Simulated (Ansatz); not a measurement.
B2H5NSi, SMILES `B1NB[SiH2]1`, 9 atoms. Charge 0, multiplicity 1. All runs use 2 threads of an Arm Neoverse V1 on a shared host. Correlated methods freeze the cores.

Problem. How many basis functions does each run have, and how long does it take in Ansatz? RKS PBE0-D4/def2-QZVPP energy; RKS PBE0-D4/def2-SVP energy; RKS LC-ωPBE/def2-TZVPP energy; direct RPA on PBE orbitals/def2-TZVPP energy; RHF-CCSD(T)/def2-SVP energy; RKS PBE0-D4/def2-TZVP relaxation (8 steps); RHF-CCSD(T)/def2-TZVPP energy; RKS B97M-V/def2-TZVPP energy; RKS ωB97M-V/def2-QZVPP energy; RKS ωB97X-V/def2-TZVPP energy; RKS r2SCAN-D4/def2-TZVPP energy and forces; RHF-MP2/def2-QZVPP energy. (An estimate is asked.)

Solution. Ansatz gave: Other jobs shared the machine, so times are rough.

```csv
level,job,functions,wall time,peak host memory (GiB)
RKS PBE0-D4/def2-SVP,energy,85,1.2 s,0.38
RHF-CCSD(T)/def2-SVP,energy,85,1.6 s,0.38
RKS LC-ωPBE/def2-TZVPP,energy,205,3.2 s,0.38
RKS r2SCAN-D4/def2-TZVPP,energy and forces,205,6 s,0.24
direct RPA on PBE orbitals/def2-TZVPP,energy,205,6.5 s,0.4
RKS PBE0-D4/def2-QZVPP,energy,391,9.5 s,1
RKS ωB97X-V/def2-TZVPP,energy,205,10 s,0.47
RKS B97M-V/def2-TZVPP,energy,205,12 s,0.28
RHF-MP2/def2-QZVPP,energy,391,22 s,1.8
RHF-CCSD(T)/def2-TZVPP,energy,205,25 s,1.7
RKS ωB97M-V/def2-QZVPP,energy,391,25 s,1.2
RKS PBE0-D4/def2-TZVP,relaxation (8 steps),160,31 s,0.32
```

LC-ωPBE has ω = 0.4 bohr⁻¹.
